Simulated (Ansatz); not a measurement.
Species: SnOH₃, charge 0, doublet. SnOH3 (SMILES [O][SnH3], doublet).
B3LYP-D3(BJ)/def2-TZVP minimum from Ansatz (an electronic-structure program):
```xyz
5

Sn    -0.2312     0.0087    -0.0634
O      1.7012    -0.0734     0.4704
H     -0.3657     1.5680    -0.7459
H     -1.1712    -0.1784     1.3510
H     -0.5120    -1.2373    -1.1982
```
Charge 0, spin multiplicity 2.

Atomisation energy term by term, kcal/mol (programs: Ansatz). Radicals and triplets start from unrestricted determinants; spin-orbit coupling is neglected. Correlated methods leave the cores frozen (noble-gas shells, and filled d and f shells in the p block). Past Kr the def2 sets carry scalar-relativistic core potentials. CBS(X,Y): correlation extrapolated as X^-3, Hartree-Fock from the larger set. A bracket is a step between two methods taken in the basis named. For partners of very few electrons the exact lower level stands in for a higher one. Spin-orbit terms, left out, reach several kcal/mol for Br and I, and more for heavier atoms.

```tsv
term	basis	kcal/mol
Hartree-Fock	def2-QZVPP	172.97
CCSD correlation	CBS(def2-TZVPP,def2-QZVPP)	83.68
(T)	CBS(def2-TZVPP,def2-QZVPP)	3.95
CCSDT(Q) - CCSD(T)	def2-TZVPP	0.44
sum: De		261.0
```

The step beyond CCSD(T) by other levels: CCSDT(Q) in def2-SVP 0.64 kcal/mol.
